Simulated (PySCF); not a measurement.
Job file and geometry (Å, from GFN2-xTB) of an NMR shielding run on `InChI=1S/CH12N2SSi3/c1-2-7(4)3(5)6/h2,4,7H,1,5-6H3/t7-/m0/s1`, GIAO PBE0/pcSseg-1 NMR shielding, non-relativistic, gas phase in PySCF 2.14.0, density-fitted response routines; density fitting, a coarse starting grid and PySCF grid level 2 are the driver's defaults:

```
$ OMP_NUM_THREADS=1 python probes_run.py task.json out

{"job": {"kind": "nmr", "xc": "PBE0", "basis": "pcSseg-1"}, "charge": 0, "multiplicity": 1}
C      2.899163    -0.274832     0.544864
N      1.465450    -0.453319     0.550624
Si     0.453948    -0.059167    -0.773390
S      1.013239     1.920667    -1.402984
N     -1.181710    -0.109523    -0.195567
Si    -1.518421     0.193522     1.489127
Si    -2.410439    -0.394291    -1.399411
H      3.424793    -1.129441     0.107957
H      3.136466     0.609052    -0.043219
H      3.258187    -0.126656     1.564373
H      1.182885    -1.231611     1.125208
H      0.580740    -0.847920    -1.995443
H      0.707927     2.524247    -0.265016
H     -0.727293     1.337441     1.949607
H     -1.173952    -1.005958     2.262598
H     -2.943381     0.487233     1.600035
H     -2.297385     0.621523    -2.445573
H     -2.180290    -1.728647    -1.958760
H     -3.699734    -0.323066    -0.722492
```

**Question.** What does the program print?

**Answer.** 
```
coarse grid: 17152 points
cycle   1  E = -1420.7433486813  dE =  4.911e-01  |g| = 5.699e-01  |ddm| = 3.969e+00
cycle   2  E = -1420.6820480677  dE =  6.130e-02  |g| = 7.804e-01  |ddm| = 1.205e+00
cycle   3  E = -1420.8127471296  dE = -1.307e-01  |g| = 9.825e-02  |ddm| = 7.700e-01
cycle   4  E = -1420.8148822605  dE = -2.135e-03  |g| = 3.481e-02  |ddm| = 1.541e-01
cycle   5  E = -1420.8151531316  dE = -2.709e-04  |g| = 9.252e-03  |ddm| = 4.536e-02
cycle   6  E = -1420.8151683544  dE = -1.522e-05  |g| = 3.943e-03  |ddm| = 1.185e-02
cycle   7  E = -1420.8151714972  dE = -3.143e-06  |g| = 5.062e-04  |ddm| = 3.980e-03
final grid: 145184 points
cycle   8  E = -1420.8513108586  dE = -2.456e-05  |g| = 7.799e-03  |ddm| = 2.882e-02
cycle   9  E = -1420.8512982909  dE =  1.257e-05  |g| = 1.074e-02  |ddm| = 1.764e-02
cycle  10  E = -1420.8513244719  dE = -2.618e-05  |g| = 1.192e-03  |ddm| = 1.073e-02
cycle  11  E = -1420.8513247660  dE = -2.940e-07  |g| = 2.267e-04  |ddm| = 1.122e-03
cycle  12  E = -1420.8513247762  dE = -1.018e-08  |g| = 8.591e-05  |ddm| = 2.722e-04
cycle  13  E = -1420.8513247776  dE = -1.441e-09  |g| = 2.728e-05  |ddm| = 9.345e-05
cycle  14  E = -1420.8513247778  dE = -1.510e-10  |g| = 4.048e-06  |ddm| = 2.712e-05
converged SCF energy = -1420.8513247778

GIAO shielding tensors (ppm)
atom      isotropic    diamagn.    paramagn.     s11        s22        s33       span
  0 C      156.744     240.886     -84.143    133.495    148.987    187.748     54.254
  1 N      230.296     327.731     -97.436    202.365    230.267    258.255     55.890
  2 Si     360.618     883.374    -522.756    303.663    361.722    416.469    112.807
  3 S      720.495    1059.911    -339.416    607.409    660.004    894.072    286.663
  4 N      257.783     335.296     -77.513    224.099    258.845    290.405     66.306
  5 Si     401.022     881.792    -480.770    357.855    382.058    463.153    105.298
  6 Si     397.167     880.320    -483.153    354.286    372.345    464.869    110.583
  7 H       29.070      27.039       2.032     23.324     26.616     37.270     13.946
  8 H       28.327      28.782      -0.455     22.666     29.972     32.344      9.678
  9 H       28.953      27.645       1.308     23.580     26.710     36.568     12.988
 10 H       31.146      36.586      -5.440     21.556     31.269     40.612     19.056
 11 H       26.181      31.585      -5.404     22.851     24.121     31.571      8.720
 12 H       30.994      33.347      -2.354     23.687     28.044     41.250     17.564
 13 H       26.839      31.580      -4.741     22.951     26.333     31.235      8.284
 14 H       27.116      31.387      -4.271     23.041     25.158     33.150     10.109
 15 H       27.130      30.818      -3.688     23.490     25.721     32.179      8.689
 16 H       26.795      29.194      -2.399     22.351     25.883     32.149      9.798
 17 H       26.948      29.451      -2.503     22.933     25.025     32.886      9.953
 18 H       27.071      29.622      -2.551     23.448     25.782     31.983      8.535
```

**Question.** Turn these shieldings into chemical shifts. References, each an isolated molecule treated in the same way: TMS for ¹³C (186.93 ppm) and ²⁹Si (349.16 ppm) and ¹H (31.72 ppm); NH3 for ¹⁵N (267.73 ppm); ³³S (503.73 ppm) vs CS2.

**Answer.** Averaging equivalent atoms: C 0: 30.2; N 1: 37.4; N 4: 9.9; Si 2: -11.5; Si 5/6: -49.9; S 3: -217; H 11: 5.54; H 13/14/15/16/17/18: 4.73; H 7/8/9: 2.93; H 12: 0.72; H 10: 0.57 ppm. Experimental scales use liquid or dissolved standards, which lie at an offset from isolated NH3 (liquid NH3: subtract about 20 ppm).

Size and cost of the density-fitted run: 207 basis functions, 2.7 min wall time (2.2 min CPU) on 1 thread of an Intel Xeon, shared host; peak memory 1 GiB.
